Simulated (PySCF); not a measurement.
# Vibration and rotation of InH

RHF-CCSD(T) constants of InH, ¹Σ⁺ (singlet), closed shell (In def2-TZVPPD with ECP28, H def2-TZVPPD; scalar-relativistic core potentials (PySCF 2.14); masses 114.9039 and 1.0078 u):

* ωe: 1486.2 cm⁻¹
* ωexe: 25.1 cm⁻¹
* Be: 5.0005 cm⁻¹
* αe: 0.140 cm⁻¹
* D (centrifugal): 0.000226 cm⁻¹
* De to In + H: 2.75 eV

(1) Estimate the standard entropy (1 bar) and heat capacity of the ideal gas at 1500 K, rigid rotor with B0 and harmonic oscillator at the fundamental.

Correlated steps freeze 4 core orbitals. These are scalar-relativistic numbers at best; spin–orbit coupling would shift them, the dissociation energy most. Where the molecule has an RHF reference, its open-shell atoms are computed with UHF.

Results:

(1) Translation (Sackur–Tetrode, M = 115.91 u): 201.7 J/(mol K). Rotation: q = kT/(σB0) = 211 with σ = 1, 52.8. Vibration: x = hcν0/kT = 1.38, 6.28. S° = 260.8 J/(mol K); Cp = 7R/2 + 7.12 = 36.2 J/(mol K).
